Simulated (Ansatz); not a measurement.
Species: BeCl (charge +1, singlet). SMILES: [Be+][Cl]
Geometry from a B3LYP-D3(BJ)/def2-TZVP (Ansatz, a quantum-chemistry and plane-wave program) optimisation:
```
Be
Cl 1 1.7275
```
Charge +1, spin multiplicity 1.

Quantity: vertical ionisation energy (to the doublet state of charge +2; each state is the SCF solution reached for its spin), in eV. Cores are frozen in the correlated levels unless marked. Open shells are spin-unrestricted. No spin-orbit coupling. No relativistic terms. Basis-set limits of correlation are two-point, X^-3; Hartree-Fock from the larger set.

| level | program | vertical ionisation energy (eV) |
|---|---|---|
| SVWN5/def2-TZVPD | Ansatz | ? |
| PBE/def2-TZVPD | Ansatz | 19.19 |
| r2SCAN/def2-TZVPD | Ansatz | 19.08 |
| B3LYP/def2-TZVPD | Ansatz | ? |
| PBE0/def2-TZVPD | Ansatz | 19.08 |
| BHLYP/def2-TZVPD | Ansatz | ? |
| CAM-B3LYP/def2-TZVPD | Ansatz | 19.12 |
| wB97M-V/def2-TZVPD | Ansatz | ? |
| wB97X-V/def2-TZVPD | Ansatz | 19.06 |
| CCSD/def2-TZVPPD | Ansatz | 18.82 |
| CCSD(T)/CBS(def2-TZVPPD,def2-QZVPPD) | Ansatz | 19.12 |

Q: Fill in the missing entries.

A: 
- SVWN5/def2-TZVPD, vertical ionisation energy (eV): 19.45
- B3LYP/def2-TZVPD, vertical ionisation energy (eV): 19.16
- BHLYP/def2-TZVPD, vertical ionisation energy (eV): 18.89
- wB97M-V/def2-TZVPD, vertical ionisation energy (eV): 19.07
